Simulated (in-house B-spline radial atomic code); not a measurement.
The numbers below are computed, except where a source is named.
# Weak and strong correlation along the adiabatic connection

Two-electron singlets in several external potentials (atomic units), by full CI in B-splines with partial waves to l = 8 (correlation energies up to 0.6 % small). The repulsion is scaled by λ at fixed density; W(λ) is the mean repulsion less the Hartree energy, W(0) = E_x, and the area under W from 0 to 1 is E_xc.

Relative drop (W(λ) − E_x)/E_x:

```json
{"system": "ω²r²/2 − Z/r, ω = 0.703, Z = 1", "λ = 0.12": "0.0131", "λ = 0.25": "0.0264", "λ = 0.4": "0.0406", "λ = 0.6": "0.0578", "λ = 0.8": "0.0735", "λ = 1": "0.0877"}
{"system": "−Z/r, Z = 0.75, wall at 1 bohr", "λ = 0.12": "0.0068", "λ = 0.25": "0.0139", "λ = 0.4": "0.0218", "λ = 0.6": "0.0319", "λ = 0.8": "0.0415", "λ = 1": "0.0505"}
{"system": "−Z exp(−kr)/r, Z = 1.4, k = 0.094", "λ = 0.12": "0.0183", "λ = 0.25": "0.0365", "λ = 0.4": "0.0555", "λ = 0.6": "0.0780", "λ = 0.8": "0.0978", "λ = 1": "0.1154"}
{"system": "−Z exp(−kr)/r, Z = 8.89, k = 3.69", "λ = 0.12": "0.0025", "λ = 0.25": "0.0051", "λ = 0.4": "0.0081", "λ = 0.6": "0.0121", "λ = 0.8": "0.0159", "λ = 1": "0.0197"}
{"system": "−V exp(−r²/w²), V = 0.958, w = 10.3", "λ = 0.12": "0.0465", "λ = 0.25": "0.0860", "λ = 0.4": "0.1215", "λ = 0.6": "0.1571", "λ = 0.8": "0.1838", "λ = 1": "0.2045"}
{"system": "−V exp(−r²/w²), V = 2.65, w = 13.3", "λ = 0.12": "0.0397", "λ = 0.25": "0.0748", "λ = 0.4": "0.1074", "λ = 0.6": "0.1413", "λ = 0.8": "0.1674", "λ = 1": "0.1882"}
{"system": "ω²r²/2 − Z/r, ω = 0.148, Z = 0.3", "λ = 0.12": "0.0345", "λ = 0.25": "0.0656", "λ = 0.4": "0.0952", "λ = 0.6": "0.1269", "λ = 0.8": "0.1520", "λ = 1": "0.1725"}
```

**Question.** Order the systems by how far second-order (GL2) theory, half the initial slope (estimated from the first points of each curve), overshoots the correlation energy, least first.
A. −V exp(−r²/w²), V = 2.65, w = 13.3
B. −V exp(−r²/w²), V = 0.958, w = 10.3
C. ω²r²/2 − Z/r, ω = 0.148, Z = 0.3
D. −Z exp(−kr)/r, Z = 1.4, k = 0.094
E. −Z exp(−kr)/r, Z = 8.89, k = 3.69
F. −Z/r, Z = 0.75, wall at 1 bohr
G. ω²r²/2 − Z/r, ω = 0.703, Z = 1

**Answer.** E (GL2/E_c = 1.03), F (GL2/E_c = 1.09), G (GL2/E_c = 1.19), D (GL2/E_c = 1.25), C (GL2/E_c = 1.52), A (GL2/E_c = 1.58), B (GL2/E_c = 1.70).

**Question.** What else changes along this order?

**Answer.** The ratio follows the bend of the curve. With it the leading natural occupation goes from 1.999 to 1.846 and −T_c/E_c from 0.97 to 0.59 between the first and the last.
